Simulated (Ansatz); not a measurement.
Harmonic frequencies (cm⁻¹) at PBE0-D4/def2-TZVP from Ansatz: 77, 204, 246, 492, 615, 658, 730, 748, 822, 856, 939, 1001, 1155, 1529, 2244, 2719, 3186, 3207.

Each molecule was computed in one conformer, which needn't be the lowest.

**Question.** Which molecule is it?
A. `S=C1C[SiH2]1`
B. `C=C1[SiH2]S1`
C. `S[SiH]1C=C1`
D. `[SiH3]C1=CS1`

**Answer.** C.
